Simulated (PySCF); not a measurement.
tert-butyl isocyanate, C5H9NO.
SMILES with atom numbers: `[CH3:1][C:2]([CH3:3])([CH3:4])[N:5]=[C:6]=[O:7]` (hydrogens: H8, H9, H10 on C1; H11, H12, H13 on C3; H14, H15, H16 on C4)

Geometry (GFN2-xTB, Å), atoms numbered from 1 in this order:
```
atom  x, y, z in Å
C1    -0.1993   -0.8177    1.2383
C2    -0.0741   -0.0273   -0.0680
C3    -0.1327    1.4784    0.2086
C4    -1.1746   -0.4354   -1.0488
N5     1.1722   -0.3446   -0.6940
C6     2.3536   -0.3349   -0.5953
O7     3.5083   -0.4096   -0.6862
H8    -0.1256   -1.8847    1.0419
H9    -1.1589   -0.6127    1.7056
H10    0.5933   -0.5380    1.9289
H11   -1.0912    1.7370    0.6509
H12    0.6599    1.7699    0.8944
H13   -0.0117    2.0369   -0.7166
H14   -1.1105   -1.4993   -1.2615
H15   -1.0645    0.1093   -1.9830
H16   -2.1520   -0.2184   -0.6269
```

Level of theory: TDDFT CAM-B3LYP/def2-SVPD, vertical, gas phase, core orbitals frozen in the response (PySCF 2.14.0, density-fitted response routines).

Broadening: Gaussians 0.4 eV wide at half height, area fixed by f = 4.319×10⁻⁹ ∫ε dν̃. The width is an assumption, not a result. The curve ends short of the highest state used, and states not computed would add to its high-energy end.

| E (eV) | ε (L mol⁻¹ cm⁻¹) |
| --- | --- |
| 5.76 | 0 |
| 5.87 | 1 |
| 5.99 | 7 |
| 6.10 | 25 |
| 6.21 | 54 |
| 6.32 | 78 |
| 6.43 | 77 |
| 6.55 | 75 |
| 6.66 | 185 |
| 6.77 | 580 |
| 6.88 | 1300 |
| 7.00 | 1959 |
| 7.11 | 1840 |
| 7.22 | 1137 |
| 7.33 | 466 |
| 7.44 | 151 |
| 7.56 | 128 |
| 7.67 | 263 |
| 7.78 | 435 |
| 7.89 | 559 |
| 8.01 | 626 |
| 8.12 | 632 |
| 8.23 | 639 |
| 8.34 | 908 |

(1) Locate the maxima and give the states behind the curve.

(2) On this curve, what absorbance would a 10⁻³ mol/L sample give at 193 nm over a 1 cm path?

(3) Coming from long wavelengths, where does ε first pass 100 L mol⁻¹ cm⁻¹?

Results:

(1) 195 nm (6.37 eV), ε about 81, made up of S1 (99%); 176 nm (7.04 eV), ε about 2000, made up of S2 (100%); 154 nm (8.07 eV), ε about 640, made up of S3 (22%), S4 (52%) and S5 (23%) (hardly more than a shoulder) (ε in L mol⁻¹ cm⁻¹; maxima over ε = 5, shares over 10%). At its high-energy end, 8.34 eV, the curve is still rising (ε about 910, from S4 and S6). The states used: S1 6.36 eV (f 0.0012); S2 7.04 eV (f 0.030); S3 7.83 eV (f 0.0058); S4 8.12 eV (f 0.0051); S5 8.14 eV (f 0.0023); S6 8.59 eV (f 0.025); S7 8.79 eV (f 0.041); S8 8.94 eV (f 0.053).

(2) 193 nm is 6.424 eV, where ε is about 78 L mol⁻¹ cm⁻¹, so A = ε c l ≈ 0.078 (Beer–Lambert, with the gas-phase spectrum and the assumed width).

(3) At about 188 nm (6.60 eV), 0.24 eV above S1.
